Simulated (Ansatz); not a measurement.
The same ligand exchange along the group Sc, Y.

Gas-phase electronic energies from Ansatz, PBE0-D4/def2-TZVP geometries. CBS: MP2 limit from def2 TZ/QZ plus the TZ coupled-cluster correction, frozen cores. This one scheme is used for every species. Functionals use def2-TZVPP. def2 core potentials past Kr. For Sc, Y outer-core shells are correlated without core-valence functions, which leaves a few kJ/mol of doubt a bond. Scalar relativity is left out up to krypton. Each species was taken in one conformer, which may not be the lowest.

| reaction | revPBE-D4 (kJ/mol) | LDA (SPW92) (kJ/mol) | PBE0-D4 (kJ/mol) | CCSD(T)/CBS(def2) (kJ/mol) |
| --- | --- | --- | --- | --- |
| `[NH2][Sc]([NH2])[NH2]` + H–F → `[NH2][Sc]([NH2])[F]` + NH₃ | -138 | -137 | -138 | -130 |
| `[NH2][Y]([NH2])[NH2]` + H–F → `[NH2][Y]([NH2])[F]` + NH₃ | -143 | -138 | -140 | -136 |

Largest T1 diagnostic: 0.015, for `[NH2][Sc]([NH2])[F]`.
